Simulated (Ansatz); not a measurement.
Reaction (redistribution): `[OH][In]([OH])[Br]` + `C[O][Zr]([CH3])([I])[I]` → `C[O][In]([OH])[Br]` + `[CH3][Zr]([OH])([I])[I]`

Calculated with Ansatz (gas phase, PBE0-D4/def2-TZVP geometries, no zero-point term in ΔE). CCSD(T)/CBS is the MP2 limit (def2-TZVPP, def2-QZVPP) plus CCSD(T) − MP2 in def2-TZVPP, frozen cores. DFT in def2-TZVPP. def2 core potentials past Kr. For Br, I, In, Zr outer-core shells are correlated without core-valence functions, which leaves a few kJ/mol of doubt a bond. Scalar relativity is left out up to krypton. Each species was taken in one conformer, which may not be the lowest.

```
             level  ΔE (kJ/mol)
              PBE0         23.8
    MP2/def2-TZVPP         28.3
SCS-MP2/def2-QZVPP         26.0
      HF/CBS(def2)         23.2
```

Task: What does CCSD(T)/CBS give? (Best estimate.)

Result: The calculation gave: +23.1 kJ/mol. The listed levels differ from it by 0.7, 5.2, 2.9, 0.1 kJ/mol.

Largest T1 diagnostic among the species: 0.015.
